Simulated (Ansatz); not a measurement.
Cost and result up the ladder for ZnBr2 (3 atoms). Total charge 0; singlet. Geometry: PBE0-D4/def2-TZVP.

```csv
atom,x (Å),y (Å),z (Å)
Zn1,0.7310,1.5913,1.7684
Br2,-0.7241,-1.5764,-1.7518
Br3,-0.0069,-0.0149,-0.0166
```

Ansatz on 4 threads of Arm Neoverse V2 on a shared host. Times are rough, and most runs start from the orbitals of an earlier one. No level here is sound enough to serve as a yardstick. Binding counts from free atoms at the same level (Zn singlet, Br doublet; other spins of the atoms weren't run), without zero-point energy or a counterpoise term.

Correlated methods freeze 27 core orbitals; core or outer-core shells of Br are correlated, in sets that lack core-valence functions. In the singlet, Br2 and Br3 lie 2.44 Å apart (atoms count from 1), so these atoms are partly bonded to each other. Another isomer (singlet) lies 3.23 eV lower at PBE0-D4/def2-TZVP; other spin states weren't run for this one.

Correlated methods converge slowly with the basis.

```tsv
level	functions	wall time	binding energy per atom (eV)	remarks
revPBE-D4/def2-TZVP	144	0.95 s	0.98	restricted SCF unstable in HF
PBE-D4/def2-TZVP (with forces)	144	1.2 s	1.06	restricted SCF unstable in HF
PBE0-D4/def2-TZVP	144	1.4 s	0.92	restricted SCF unstable in HF
CAM-B3LYP-D4/def2-TZVP	144	2 s	0.75	restricted SCF unstable in HF
r2SCAN-D4/def2-TZVP	144	2.3 s	0.97	restricted SCF unstable in HF
CCSD(T)/def2-TZVPP	160	14 s	0.75	restricted SCF unstable
```
